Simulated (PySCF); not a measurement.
Ligand exchange on a metal centre used in film growth or etching (Zn CH3-SH). Isolated molecules, 0 K electronic values unless said otherwise. One relaxed conformer stands for each flexible species; it need not be the lowest.

The HOMO from two functionals at the same geometries (TPSS-D3(BJ)/def2-SVP), both in PySCF: PBE-D3(BJ)/def2-TZVP and TPSSh-D3(BJ)/def2-TZVP. 

```
species                                    PBE-D3(BJ)/def2-TZVP (eV)  TPSSh-D3(BJ)/def2-TZVP (eV)
-----------------------------------------  -------------------------  ---------------------------
0 of 2 CH3 replaced by SH                                      -6.03                        -6.51
1 of 2 CH3 replaced by SH ([Zn(CH3)(SH)])                      -5.90                        -6.45
2 of 2 CH3 replaced by SH ([Zn(SH)2])                          -6.30                        -6.85
```

Over these rows, drawn at random from the members with no instability flagged (it was tested for open shells, ions and some series alone), PBE minus TPSSh-D3(BJ): mean +0.52 eV, from +0.48 eV to +0.55 eV.
